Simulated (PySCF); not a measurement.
BP86 on Cu⁻ (copper, charge -1), [Ar] 3d10 4s2, closed-shell 1S. All numbers are calculated (PySCF 2.14, the non-relativistic Hamiltonian (point nucleus), in def2-TZVPPD).

```
cycle= 1 E= -1640.59974636973  delta_E= 0.154  |g|= 1.05  |ddm|= 0.739
cycle= 2 E= -1639.48453089056  delta_E= 1.12  |g|= 2.83  |ddm|=  1.5
cycle= 3 E= -1640.76970420301  delta_E= -1.29  |g|= 0.331  |ddm|= 0.984
cycle= 4 E= -1640.79297898382  delta_E= -0.0233  |g|= 0.13  |ddm|= 0.382
cycle= 5 E= -1640.79692047957  delta_E= -0.00394  |g|= 0.00791  |ddm|= 0.105
cycle= 6 E= -1640.79693785209  delta_E= -1.74e-05  |g|= 0.000355  |ddm|= 0.00898
cycle= 7 E= -1640.79693787193  delta_E= -1.98e-08  |g|= 3.8e-05  |ddm|= 0.000131
cycle= 8 E= -1640.79693787214  delta_E= -2.11e-10  |g|= 1.28e-06  |ddm|= 1.74e-05
converged SCF energy = -1640.79693787214  <S^2> = -1.5987212e-14  2S+1 = 1
```

Highest occupied orbital energy: 1.435 eV; ⟨L²⟩ = 0.00; populations by l: s 8.00, p 12.00, d 10.00, f 0.00.

Task: Can this result be used?

Result: With care. Self-consistency was reached. At BP86 the highest occupied level has a positive energy, so only the finite basis holds that electron; in a semilocal or global hybrid functional this comes from self-interaction and does not mean that the real anion is unbound.
